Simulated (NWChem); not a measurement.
System: C2H5FOSi; SMILES O=C[SiH2]CF

NWChem input:

```
start job
memory heap 200 mb stack 900 mb global 1100 mb
geometry units angstroms noautosym nocenter noautoz
  O     -0.503092    -2.465890    -0.242198
  C     -0.597448    -1.347085     0.196235
  Si     0.856132    -0.072569     0.169004
  C      0.169743     1.560355    -0.530424
  F     -0.917637     1.930863     0.239698
  H     -1.569477    -0.997041     0.646855
  H      1.299075     0.158464     1.576851
  H      1.978558    -0.586432    -0.666351
  H     -0.154597     1.445288    -1.580129
  H      0.923096     2.367639    -0.507937
end
basis spherical
  * library sto-3g
end
dft
  xc hfexch
  iterations 150
end
property
  shielding
end
task dft property
```

STO-3G and 3-21G are far too small for this property and stand as cheap habits. Structure relaxed at the PBE0/def2-SVP level.

GIAO values for the isolated, static molecule; σ is the absolute isotropic shielding, δ = σ(reference) − σ with the isolated reference molecule computed at the same levels (13C: tetramethylsilane, 1H: tetramethylsilane, 17O: water, 29Si: tetramethylsilane).

Atoms are numbered as in the input.

### Question
Give the results of this calculation. (Hartree-Fock/STO-3G, GIAO.) Quantities: δ O1 (ppm); δ Si3 (ppm); δ C4 (ppm); δ H6 (ppm); δ H7 (ppm); δ H8 (ppm); δ H10 (ppm).

### Answer
The δ O1 (ppm) is 821.4 and the δ Si3 (ppm) is -57.0. The δ C4 (ppm) is 46.2, the δ H6 (ppm) is 12.14 and the δ H7 (ppm) is 2.33. The δ H8 (ppm) is 2.39 and the δ H10 (ppm) comes out as 1.81.
